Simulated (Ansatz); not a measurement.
Ta₃ (the lowest doublet isomer of a short search), 3 atoms. Hardware: 2 threads of AMD EPYC 7R43 on a shared host.

In the def2 sets Ta takes a core potential; there is no spin–orbit coupling. Correlated methods freeze no core orbitals; core or outer-core shells of Ta are correlated, in sets that lack core-valence functions.

**Question.** How many basis functions does each of these Ansatz runs have, and roughly what does it cost? PBE-D4/def2-TZVPD, charge -1 singlet at the geometry of the charge 0 doublet, energy, from earlier orbitals; r2SCAN0-D4/def2-TZVP, charge 0 quartet, energy, from earlier orbitals; r2SCAN-D4/def2-TZVP, charge 0 doublet, energy, from earlier orbitals; PBE-D4/def2-TZVP, charge 0 doublet, energy, from earlier orbitals; r2SCAN-D4/def2-TZVP, charge 1 singlet at the geometry of the charge 0 doublet, energy, from earlier orbitals; r2SCAN-D4/def2-TZVPD, charge 0 doublet, energy, from earlier orbitals; PBE-QIDH/def2-TZVP, charge 0 doublet, energy, from earlier orbitals; r2SCAN0-D4/def2-TZVP, charge 0 doublet, energy, from earlier orbitals; PBE0-D4/def2-TZVP, charge 0 quartet, relaxation, 4 steps; PBE-D4/def2-TZVP, charge 0 quartet, energy, from earlier orbitals; B2PLYP/def2-TZVP, charge 0 doublet, energy, from earlier orbitals; PBE0-D4/def2-TZVP, charge 0 doublet, energy and forces, from earlier orbitals.

**Answer.** Other jobs shared the machine, so times can vary by a factor of up to 3. A dash marks memory too small to be measured apart from the calling script's.

| run | functions | fitting or Cholesky vectors | wall time | peak host memory (GiB) |
| --- | --- | --- | --- | --- |
| PBE-D4/def2-TZVPD, charge -1 singlet at the geometry of the charge 0 doublet, energy, from earlier orbitals | 129 | 1098 | 3.9 s | – |
| PBE-D4/def2-TZVP, charge 0 quartet, energy, from earlier orbitals | 120 | 1011 | 9.5 s | – |
| PBE-D4/def2-TZVP, charge 0 doublet, energy, from earlier orbitals | 120 | 1011 | 12 s | – |
| r2SCAN-D4/def2-TZVP, charge 0 doublet, energy, from earlier orbitals | 120 | 1011 | 26 s | – |
| PBE0-D4/def2-TZVP, charge 0 quartet, relaxation, 4 steps | 120 | 1226 | 26 s | – |
| r2SCAN-D4/def2-TZVPD, charge 0 doublet, energy, from earlier orbitals | 129 | 1098 | 28 s | – |
| r2SCAN0-D4/def2-TZVP, charge 0 quartet, energy, from earlier orbitals | 120 | 1224 | 30 s | 0.63 |
| PBE-QIDH/def2-TZVP, charge 0 doublet, energy, from earlier orbitals | 120 | 1125 | 30 s | – |
| r2SCAN-D4/def2-TZVP, charge 1 singlet at the geometry of the charge 0 doublet, energy, from earlier orbitals | 120 | 1011 | 32 s | – |
| r2SCAN0-D4/def2-TZVP, charge 0 doublet, energy, from earlier orbitals | 120 | 1224 | 39 s | 0.64 |
| B2PLYP/def2-TZVP, charge 0 doublet, energy, from earlier orbitals | 120 | 1125 | 43 s | – |
| PBE0-D4/def2-TZVP, charge 0 doublet, energy and forces, from earlier orbitals | 120 | 1125 | 4 min | – |
